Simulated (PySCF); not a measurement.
2-chloro-6-fluoropyridine, C5H3ClFN.
Cartesian coordinates in Å at the GFN2-xTB level; atoms count from 1:
```xyz
11
C5H3ClFN angstrom
F     -1.829   -2.065   -0.182
C     -0.913   -1.098   -0.096
C     -1.320    0.225   -0.022
C     -0.319    1.180    0.065
C      1.009    0.784    0.074
C      1.275   -0.577   -0.006
Cl     2.890   -1.147   -0.002
N      0.337   -1.500   -0.090
H     -2.367    0.479   -0.033
H     -0.572    2.227    0.126
H      1.815    1.495    0.140
```

Computed with TDDFT CAM-B3LYP/def2-SVPD, vertical, gas phase, core orbitals frozen in the response (PySCF).

Question: List the vertical singlet excitations with oscillator strengths and describe the spectrum.

Answer: 

| state | E (eV) | E (kJ/mol) | λ (nm) | f | symmetry | main configurations (H = HOMO, L = LUMO) |
| --- | --- | --- | --- | --- | --- | --- |
| S1 | 5.33 | 515 | 232.4 | 0.099 | A′ | H→L (80%), H-2→L+1 (10%) |
| S2 | 5.81 | 561 | 213.4 | 0.0034 | A″ | H-1→L (96%) |
| S3 | 6.14 | 592 | 202.0 | 0.124 | A′ | H→L+1 (76%), H-2→L (15%) |
| S4 | 6.27 | 605 | 197.8 | 0.0001 | – | H-1→L+1 (97%) |
| S5 | 7.12 | 687 | 174.2 | 0.0001 | – | H-3→L (80%), H-3→L+1 (13%) |
| S6 | 7.15 | 690 | 173.4 | 0.0001 | – | H→L+2 (74%), H→L+3 (8%) |
| S7 | 7.21 | 696 | 171.9 | 0.268 | A′ | H-2→L (62%), H→L+1 (16%), H-2→L+1 (11%) |
| S8 | 7.41 | 715 | 167.4 | 0.450 | A′ | H-2→L+1 (68%), H-2→L (15%) |

Triplets (Tamm–Dancoff): T1 4.10 eV, H→L (49%), H→L+1 (37%); T2 4.40 eV, H→L (47%), H→L+1 (40%); T3 5.09 eV, H-2→L (77%), H→L+1 (15%).

The lowest singlet comes at 232 nm (515 kJ/mol) in the ultraviolet; it is of moderate strength; its leading configuration is HOMO→LUMO (80%). The strongest level in the table is S8 at 7.41 eV (167 nm, f = 0.450). It is the last of those listed, so stronger ones may follow. Löwdin shares by element: HOMO carbon 50% or more, chlorine 21% (atoms not listed hold the other 29%); LUMO carbon 55% or more, nitrogen 19% (atoms not listed hold the other 26%). The oscillator strengths of these states sum to 0.944; summed over the whole spectrum of an exact calculation they would give the number of electrons, 66 (Thomas–Reiche–Kuhn). Of the 8 states listed, 4 reach f = 0.01 and 3 stay under 0.0005. The listed states span 2.07 eV, and the widest gap between neighbours is 0.85 eV (S4 to S5). Symmetry labels in Cs follow from the direction of the transition dipole and are given only for states with f of 0.002 or more. Only the lowest 8 singlets were computed, as vertical energies without vibronic structure.
